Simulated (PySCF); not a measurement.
Q: Give a PBE0-D3(BJ)/def2-SVP geometry of InChI=1S/C3H13NSi4/c1-2-3(5)8-4(6)7/h1,3H,8H2,5-7H3/t3-/m1/s1.

A: 
```xyz
21
C3H13NSi4 angstrom
C      1.221   -2.385    1.796
C      1.456   -1.820    0.747
C      1.671   -1.083   -0.478
Si     2.629    0.519   -0.115
Si    -0.019   -0.756   -1.286
N     -0.994    0.281   -0.276
Si    -1.142    1.994   -0.635
Si    -1.831   -0.328    1.150
H      1.024   -2.897    2.719
H      2.272   -1.675   -1.195
H      3.964    0.186    0.464
H      1.861    1.353    0.854
H      2.815    1.278   -1.390
H      0.202   -0.073   -2.598
H     -0.693   -2.071   -1.492
H     -1.256    2.749    0.650
H      0.072    2.454   -1.375
H     -2.350    2.291   -1.464
H     -1.103   -0.009    2.414
H     -3.175    0.328    1.220
H     -2.000   -1.803    1.021
```

Orientation and origin are arbitrary. Atoms count from 1 in this order. Of the pairs four or more bonds apart, C2···Si8 is among the closest relative to their van der Waals radii: 3.63 Å, 96 % of the sum of Bondi's values. Si5 (SiH2 silicon) is tetrahedral (angles from 108.0° to 110.6°). The 2 C–C bonds span 1.214 Å (C1≡C2, drawn triple) to 1.446 Å (C2–C3, drawn single), a spread of 0.232 Å. Si7 (SiH3 silicon) is tetrahedral (angles from 108.3° to 112.0°).

Bonds between heavy atoms (Å): C1≡C2 1.214, C2–C3 1.446, C3–Si4 1.902, C3–Si5 1.901, Si5–N6 1.746, N6–Si7 1.757, N6–Si8 1.761.

The calculation used PBE0-D3(BJ)/def2-SVP geometry optimisation, gas phase in PySCF.

Point group: C1 (no symmetry element, even within 0.4 Å). Not checked by PBE0-D3(BJ)/def2-SVP frequencies. The numbers are those of one conformer (C2–C3–Si5–N6 65°, C3–Si5–N6–Si7 101°).

Cost: about 8 min of CPU time on one thread; the machine was shared, so the figure is rough. These figures are those of the optimisation.
